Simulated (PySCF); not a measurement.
Electronic absorption of C6H7FS

Compound: C6H7FS.
SMILES: `F[C@@H]1CC=CC(=S)C1`

The calculation used TDDFT B3LYP/def2-SVPD, vertical, gas phase, core orbitals frozen in the response in PySCF. Geometry: GFN2-xTB, one conformer, isolated molecule.

Question: Predict the UV-vis stick spectrum at this level.

Answer: 

```
state  E (eV)  ν̃ (cm⁻¹)       f  |μ| (D)  main configurations (H = HOMO, L = LUMO)
   S1    2.10      16910  0.0001     0.08                                H→L (100%)
   S2    4.57      36830   0.451     5.10                               H-1→L (94%)
   S3    5.29      42640  0.0055     0.52                   H-3→L (79%), H-2→L (9%)
   S4    5.34      43110  0.0027     0.37      H→L+1 (77%), H→L+2 (13%), H-3→L (8%)
   S5    5.49      44260   0.015     0.84                  H-2→L (79%), H-3→L (11%)
   S6    5.72      46100   0.021     0.98                  H→L+2 (80%), H→L+1 (13%)
   S7    6.11      49270  0.0057     0.50                  H-4→L (60%), H-5→L (27%)
   S8    6.30      50830   0.040     1.30                  H→L+3 (73%), H→L+4 (16%)
```

Triplets (Tamm–Dancoff): T1 1.68 eV, H→L (99%); T2 2.43 eV, H-1→L (97%); T3 4.34 eV, H-2→L (72%), H-4→L (11%).

The lowest singlet lies at 2.10 eV (591 nm, visible) and is dark (f under 0.0005); its leading configuration is HOMO→LUMO (100%). The strongest level in the table is S2 at 4.57 eV (271 nm, f = 0.451). Löwdin shares by element: HOMO sulfur 77%, carbon 16% or more; LUMO carbon 53% or more, sulfur 34%. Weighted by f, the mean energy of these states is 4.79 eV. Orbital energies (eV): HOMO-3 -9.26, HOMO-2 -9.12, HOMO-1 -7.33, HOMO -6.23, LUMO -2.90, LUMO+1 0.01, LUMO+2 0.30. Of the 8 states listed, 4 reach f = 0.01 and 1 stays under 0.0005. S1 lies in the visible range (380 to 750 nm), at 591 nm, dark in the vertical dipole picture (f under 0.0005); light of that wavelength is yellow, and its complementary colour is blue; a Tamm–Dancoff triplet lies at 737 nm, without intensity as long as spin–orbit coupling is left out. Only the lowest 8 singlets were computed, as vertical energies without vibronic structure.
